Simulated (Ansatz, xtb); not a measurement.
C2H7Sn: which of two isomers lies lower

We compare a, `C[CH2][SnH2]`, a doublet, with b, `[CH3][SnH][CH3]`, a doublet. Both are isolated molecules in the gas phase, relaxed with PBE-D3(BJ)/def2-SVP, each in the lowest conformer that the search found.

a (Å):

```xyz
10

C     1.3736    0.6250    0.5200
C     0.0586    0.2206   -0.1456
Sn    0.4162   -1.0076   -1.9508
H     1.4296   -0.0820   -3.0440
H     2.0166    1.2265   -0.1555
H     1.1898    1.2429    1.4276
H    -0.5828   -0.3816    0.5290
H     1.9667   -0.2555    0.8431
H    -0.5332    1.1003   -0.4695
H     1.3557   -2.4107   -1.4741
```

b (Å):

```yaml
atoms:
  - { symbol: C, position_ang: [0.4859, -0.7410, 2.7780] }
  - { symbol: C, position_ang: [-1.1237, -1.4398, -0.3155] }
  - { symbol: Sn, position_ang: [0.6800, -0.5765, 0.5955] }
  - { symbol: H, position_ang: [1.4099, -0.3885, 3.2736] }
  - { symbol: H, position_ang: [0.3175, -1.8078, 3.0302] }
  - { symbol: H, position_ang: [-0.3740, -0.1404, 3.1302] }
  - { symbol: H, position_ang: [2.0504, -1.5650, 0.1055] }
  - { symbol: H, position_ang: [-1.0331, -1.4440, -1.4179] }
  - { symbol: H, position_ang: [-2.0160, -0.8558, -0.0206] }
  - { symbol: H, position_ang: [-1.2292, -2.4821, 0.0487] }
```

Quicker runs give these differences E(b) − E(a): GFN2-xTB +33.7 kJ/mol; HF/STO-3G −61.9 kJ/mol (at GFN2-xTB geometries); r2SCAN-D4/def2-SVP −26.7 kJ/mol (at GFN2-xTB geometries).

**Question.** Estimate E(b) − E(a) at the level CCSD(T)/def2-SVP + ΔMP2/def2-TZVPP.

**Answer.** Calculated at CCSD(T)/def2-SVP + ΔMP2/def2-TZVPP: E(b) − E(a) = −35.0 kJ/mol, so structure b lies lower.

The same difference at several levels:

```csv
level,geometry,E(b) − E(a) (kJ/mol),departure from the last row (kJ/mol),"job, with rough time for the two"
GFN2-xTB,GFN2-xTB,+33.7,+68.7,"optimisation, 2.5 s"
HF/STO-3G,GFN2-xTB,−61.9,−27.0,"single point, 4.3 s"
r2SCAN-D4/def2-SVP,GFN2-xTB,−26.7,+8.2,"single point, 11 s"
PBE-D3(BJ)/def2-SVP,PBE-D3(BJ)/def2-SVP,−21.6,+13.4,"optimisation, 2.2 min"
HF/def2-SVP,PBE-D3(BJ)/def2-SVP,−22.0,+12.9,part of the CCSD(T) run
MP2/def2-SVP,PBE-D3(BJ)/def2-SVP,−23.5,+11.4,part of the CCSD(T) run
CCSD(T)/def2-SVP,PBE-D3(BJ)/def2-SVP,−19.5,+15.4,single point
CCSD(T)/def2-SVP + ΔMP2/def2-TZVPP,PBE-D3(BJ)/def2-SVP,−35.0,,"single point, 97 s"
```

As drawn, b has 1 C–Sn, 1 C–H in place of 1 C–C, 1 Sn–H.

GFN2-xTB puts the two in the other order. The largest departure from CCSD(T)/def2-SVP + ΔMP2/def2-TZVPP is that of GFN2-xTB, 68.7 kJ/mol. The last row adds to CCSD(T) the change of the MP2 difference between the two basis sets, here −15.4 kJ/mol, a large step that makes the value less sure.

With harmonic frequencies from PBE-D3(BJ)/def2-SVP (ideal gas, rigid rotor, one conformer each, 298.15 K, 1 atm): the zero-point term adds +2.0 kJ/mol; ΔH is −31.4 and ΔG −35.3 kJ/mol.

Open shells are spin-unrestricted. The correlated steps freeze 6 core orbitals; the filled d shell of Sn is correlated, in a basis made for valence electrons. Atoms past krypton carry core potentials in the def2 sets, other sets are all-electron and non-relativistic, and no spin–orbit term is included. Run with Ansatz 0.2.0, xtb 6.7.1; the last row on 2 threads of Intel(R) Xeon(R) Processor @ 2.50GHz (Skylake/Cascade Lake) on a shared host.
